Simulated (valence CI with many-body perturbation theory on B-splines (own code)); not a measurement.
Forbidden lines of Eu57+

Method: configuration interaction combined with many-body perturbation theory (CI+MBPT): four valence electrons over a frozen Dirac-Fock core [He], a basis of 11 s, 11 p, 10 d, 8 f, 5 g, 2 h functions for each j, with the one-electron correlation potential Σ1 (screened to all orders), the two-electron term Σ2, the three-electron term Σ3, Breit, model QED; selected single and double excitations, second order for the rest, scaled by the run's own slope (own B-spline code, finite nucleus).

No measured spectrum was set against this ion. As an estimate, large intervals hold to a few tenths of a per cent, small ones and those within an open d or f shell to about a per cent. Among the levels kept, up to 910 cm⁻¹ of a level comes from second order outside the variational space, and about a tenth of that is noise between levels of different J, which matters for small intervals.

Lines 51 to 84 of 84 in falling wavelength, among levels below 75817 × 10³ cm⁻¹, chosen from the decays that carry over 1 % of a level's rate. Wavelengths and rates use the calculated energies. Electric multipoles are in the length gauge with retardation, E1 and E2 with the static RPA response of the core. Weak lines are less certain than strong ones. Lines between different terms over intervals too small for the method are left out, as are lines whose strength nearly cancels. The highest levels of a list are the least certain.

Levels are named by their leading jj configuration (3d3/2^4 stands for four electrons in 3d with j = 3/2), which in mixed levels can hold well under half, so a name can repeat and another be missing. Letters in brackets count levels of one name in rising energy.

| λ vac (nm) | Upper | Lower | Type | A (s⁻¹) | Branch % |
| --- | --- | --- | --- | --- | --- |
| 0.1658 | (2s^2 2p3/2 3p3/2) J=2 | (2s^2 2p1/2 2p3/2) J=2 | E2 | 4.22e+11 | 3.6 |
| 0.1654 | (2s^2 2p3/2 3p3/2) J=2 | (2s^2 2p1/2 2p3/2) J=1 | E2 | 1.88e+11 | 1.6 |
| 0.1653 | (2s^2 2p3/2 3p3/2) J=0 | (2s^2 2p1/2 2p3/2) J=2 | E2 | 5.96e+11 | 5.0 |
| 0.1646 | (2s 2p3/2^2 3d5/2) J=5 | (2s 2p1/2 2p3/2^2) J=3 | M2 | 6.31e+09 | 1.2 |
| 0.1645 | (2s 2p1/2 2p3/2 3d5/2) J=5 | (2s 2p1/2^2 2p3/2) J=2 | E3 | 2.72e+09 | 5.8 |
| 0.1638 | (2s^2 2p3/2 3d5/2) J=4 | (2s^2 2p1/2 2p3/2) J=2 | M2 | 9.61e+09 | 11.9 |
| 0.1638 | (2s^2 2p3/2 3d5/2) J=4 | (2s^2 2p1/2 2p3/2) J=2 | E3 | 1.12e+09 | 1.4 |
| 0.1634 | (2s^2 2p3/2 3d5/2) J=4 | (2s^2 2p1/2 2p3/2) J=1 | E3 | 1.89e+09 | 2.3 |
| 0.1611 | (2p1/2 2p3/2^2 3d3/2) J=4 | (2s 2p1/2 2p3/2^2) J=2 [b] | E2 | 1.74e+12 | 25.9 |
| 0.1611 | (2p1/2^2 2p3/2 3d3/2) J=2 | (2s 2p1/2^2 2p3/2) J=1 | E2 | 1.23e+12 | 1.8 |
| 0.1609 | (2p1/2^2 2p3/2 3d3/2) J=3 | (2s 2p1/2^2 2p3/2) J=1 | E2 | 1.38e+12 | 7.8 |
| 0.1609 | (2s 2p1/2 2p3/2 3d3/2) J=4 | (2s^2 2p1/2 2p3/2) J=2 | E2 | 1.15e+12 | 85.1 |
| 0.1606 | (2s 2p1/2 2p3/2 3d5/2) J=4 [a] | (2s^2 2p1/2 2p3/2) J=2 | E2 | 4.84e+11 | 2.2 |
| 0.1606 | (2s 2p1/2^2 3d3/2) J=2 | (2s^2 2p1/2^2) J=0 | E2 | 1.66e+12 | 1.1 |
| 0.1605 | (2p1/2 2p3/2^2 3d5/2) J=4 | (2s 2p1/2 2p3/2^2) J=2 [b] | E2 | 2.81e+11 | 4.0 |
| 0.1599 | (2s 2p3/2^2 3d5/2) J=4 [a] | (2s^2 2p3/2^2) J=2 | E2 | 1.68e+12 | 13.4 |
| 0.1597 | (2s 2p1/2 2p3/2 3d3/2) J=3 [c] | (2s^2 2p1/2 2p3/2) J=2 | E2 | 1.69e+12 | 9.5 |
| 0.1596 | (2p1/2^2 2p3/2 3d3/2) J=2 | (2s 2p1/2^2 2p3/2) J=2 | E2 | 1.97e+12 | 2.8 |
| 0.1595 | (2p1/2 2p3/2^2 3d3/2) J=4 | (2s 2p1/2 2p3/2^2) J=3 | E2 | 1.19e+12 | 17.8 |
| 0.1594 | (2p1/2^2 2p3/2 3d3/2) J=3 | (2s 2p1/2^2 2p3/2) J=2 | E2 | 1.80e+12 | 10.1 |
| 0.1593 | (2p1/2^2 2p3/2 3d3/2) J=1 | (2s 2p1/2^2 2p3/2) J=2 | E2 | 2.97e+12 | 1.4 |
| 0.1593 | (2s 2p1/2 2p3/2 3d3/2) J=3 [c] | (2s^2 2p1/2 2p3/2) J=1 | E2 | 3.38e+11 | 1.9 |
| 0.1593 | (2p1/2^2 2p3/2 3d3/2) J=0 | (2s 2p1/2^2 2p3/2) J=2 | E2 | 3.18e+12 | 26.0 |
| 0.1591 | (2p1/2 2p3/2^2 3d3/2) J=1 [a] | (2s 2p1/2 2p3/2^2) J=2 [a] | E2 | 2.56e+12 | 2.3 |
| 0.1591 | (2s 2p1/2 2p3/2 3d3/2) J=1 [c] | (2s^2 2p1/2 2p3/2) J=1 | E2 | 3.82e+12 | 1.4 |
| 0.1591 | (2p1/2 2p3/2^2 3d3/2) J=2 [a] | (2s 2p1/2 2p3/2^2) J=2 [a] | E2 | 2.35e+12 | 2.6 |
| 0.1591 | (2p1/2 2p3/2^2 3d3/2) J=0 | (2s 2p1/2 2p3/2^2) J=2 [a] | E2 | 2.72e+12 | 1.5 |
| 0.1587 | (2p1/2 2p3/2^2 3d3/2) J=4 | (2s 2p1/2 2p3/2^2) J=2 [a] | E2 | 2.40e+11 | 3.6 |
| 0.1587 | (2s 2p3/2^2 3d5/2) J=2 [b] | (2s^2 2p3/2^2) J=0 | E2 | 4.03e+12 | 2.9 |
| 0.1584 | (2p1/2^2 2p3/2 3d5/2) J=4 | (2s 2p1/2^2 2p3/2) J=2 | E2 | 3.22e+12 | 64.4 |
| 0.1582 | (2s 2p1/2 2p3/2 3d5/2) J=3 [c] | (2s^2 2p1/2 2p3/2) J=1 | E2 | 2.27e+12 | 1.1 |
| 0.1581 | (2p1/2 2p3/2^2 3d5/2) J=4 | (2s 2p1/2 2p3/2^2) J=2 [a] | E2 | 2.99e+12 | 42.9 |
| 0.1580 | (2s 2p3/2^2 3d5/2) J=4 [b] | (2s^2 2p3/2^2) J=2 | E2 | 3.19e+12 | 29.1 |
| 0.1579 | (2s 2p3/2^2 3d5/2) J=3 [b] | (2s^2 2p3/2^2) J=2 | E2 | 7.64e+11 | 2.8 |
